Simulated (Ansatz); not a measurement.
Coupled-cluster run, C₃H₈Te, SMILES `CC(C)[TeH]`.

```yaml
crystal:
  periodic: [false, false, false]
  atoms:
    - {symbol: C, position_ang: [-0.017773, 0.784036, -1.235738]}
    - {symbol: C, position_ang: [0.062144, -0.336643, -0.217212]}
    - {symbol: C, position_ang: [0.596681, 0.130225, 1.119478]}
    - {symbol: Te, position_ang: [-1.924626, -1.192401, -0.030685]}
    - {symbol: H, position_ang: [-0.376942, 0.434085, -2.205958]}
    - {symbol: H, position_ang: [-0.680377, 1.584139, -0.893740]}
    - {symbol: H, position_ang: [0.975136, 1.220673, -1.384495]}
    - {symbol: H, position_ang: [0.676399, -1.148480, -0.609861]}
    - {symbol: H, position_ang: [-0.039755, 0.908696, 1.546936]}
    - {symbol: H, position_ang: [0.661313, -0.685177, 1.841841]}
    - {symbol: H, position_ang: [1.603128, 0.546736, 0.991854]}
    - {symbol: H, position_ang: [-1.458328, -2.300890, 1.111578]}
basis:
  gaussian: {orbitals: def2-TZVPP}
correlation: {method: ccsd_t}
output: {orbitals: {seedname: orbitals}}
```

```sh
$ ansatz run in.yaml --threads 4 --pin off --events-out ev --progress --plain
```

Log, shortened:

```
Functional definition: HF
1647 factors; integrals over basis functions are off by at most 1.0e-3 eV
mean field evaluation 1: about -10481.0464 eV, gradient 3.3e1 eV
mean field evaluation 2: about -10481.2577 eV, gradient 3.3e1 eV
mean field evaluation 4: about -10484.3972 eV, gradient 4.9e0 eV
mean field evaluation 8: about -10484.4674 eV, gradient 2.4e-1 eV
mean field -10484.46828015 eV, -385.2971026678 hartree, gradient 5.0e-6 eV, S^2 0.000000; 0 other end points of the search recorded, 0 dependent functions left out
7 core orbitals not correlated: weight in the atoms' cores, before any rotation towards them, 1.000 or more for the frozen orbitals, at most 0.000 for the correlated occupied ones
reference -10484.46828015 eV, -385.2971026678 hartree; 18, 18 occupied and 230, 230 virtual orbitals, 1647 factors
second order -27.42878274 eV of doubles, -0.00000000 eV of singles
cycle   1  -27.08274355 eV  change    3.5e-1 eV  update   1.0e-1
cycle   2  -27.75573764 eV  change   -6.7e-1 eV  update   2.9e-2
cycle   3  -27.84301805 eV  change   -8.7e-2 eV  update   1.2e-2
cycle   4  -27.83056283 eV  change    1.2e-2 eV  update   2.9e-3
cycle   5  -27.83184097 eV  change   -1.3e-3 eV  update   1.3e-3
cycle   6  -27.83227709 eV  change   -4.4e-4 eV  update   3.9e-4
cycle   7  -27.83197299 eV  change    3.0e-4 eV  update   1.5e-4
cycle   8  -27.83197766 eV  change   -4.7e-6 eV  update   4.9e-5
cycle   9  -27.83201278 eV  change   -3.5e-5 eV  update   1.7e-5
perturbative correction -0.92332744 eV, -0.0339316577 hartree
Total energy: -10513.22362038 eV, -386.3538419300 hartree
```

It took 4.4 min on 4 threads of a server CPU on a shared host, with 6.5 GiB of host memory at the peak.

Correlation energy per correlated electron: -0.799 eV. T1 diagnostic: 0.0098.
